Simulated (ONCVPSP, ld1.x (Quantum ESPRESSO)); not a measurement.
Hardness and transferability of assorted potentials

Generated with ld1.x 7.5 (TM, RRKJ, ultrasoft, PAW), atompaw 4.2 or ONCVPSP 4.0.1. The cutoff is in Ry: for ld1.x and atompaw files where the sum of valence levels is converged to 10 mRy in a Bessel basis, for ONCV files where the hardest occupied wave has 1 mHa per electron of residual kinetic energy. The error is the largest all-electron minus pseudo excitation energy over each file’s own four to seven test configurations (ionisations up to +4, promotions, holes and added fractions of an electron), all of which were solved. The labels leave out finer settings (local radius, basis sizes, second energies), which also bear on the numbers. Spin-polarised tests are not counted. The rows are a selection from randomly drawn settings: files with unsolved tests, undetermined cutoffs or missed reference levels are left out.

| element | potential | cutoff (Ry) | largest error (meV) | bound ghosts |
| --- | --- | --- | --- | --- |
| Ar | TM, PBEsol, non-relativistic, rc 0.95/1.10/1.15 (spd), local s, core correction yes, reference 3s2 3p4.5 | 140 | +144 | none |
| Ni | ONCV, PBEsol, scalar-relativistic, rc 1.35/1.10/0.95 (spd), local smoothed, core correction yes, reference 3s2 3p6 3d8 4s1.5 4p0.5, qcut 10.9/10.3/18.2, projectors 2/3/1 | 224 | +2.2 | none |
| Ge | TM semilocal, PBEsol, non-relativistic, rc 1.55/1.95 (sp), local p, core correction yes, reference 4s1 4p3 | 18 | -17 | none |
| Pd | ONCV, PW91, scalar-relativistic, rc 1.12/1.10/2.00 (spd), local smoothed, core correction yes, reference 4s2 4p6 4d8, qcut 8.1/7.3/9.5, projectors 2/2/2 | 147 | +4.2 | none |
| Tb | ONCV, LDA (Perdew-Wang 92), scalar-relativistic, rc 2.25/1.90/3.75 (spd), local smoothed, core correction no, reference 5s2 5p6 5d1 6s1, qcut 5/6.2/4.1, projectors 2/2/3 | 28 | +78 | none |
| Pt | PAW, LDA (PZ), scalar-relativistic, rc 1.60/1.85/1.40 (spd), local smoothed, core correction yes, reference 5s2 5p6 5d9 6s0.75 6p0.25 | 50 | -88 | none |
| Pt | ONCV, LDA (Perdew-Wang 92), scalar-relativistic, rc 1.72/1.80/2.30 (spd), local smoothed, core correction yes, reference 5s2 5p6 5d8 6s2, qcut 8.4/8.1/6.3, projectors 2/2/2 | 44 | -22 | none |

**Question.** Fill in the row for Cr: TM, LDA (PZ), scalar-relativistic, rc 1.96/2.30/1.30 (spd), local smoothed, core correction yes, reference 3d4 4s2 4p0.

**Answer.** cutoff 120 Ry, largest error -237 meV, bound ghosts: none.
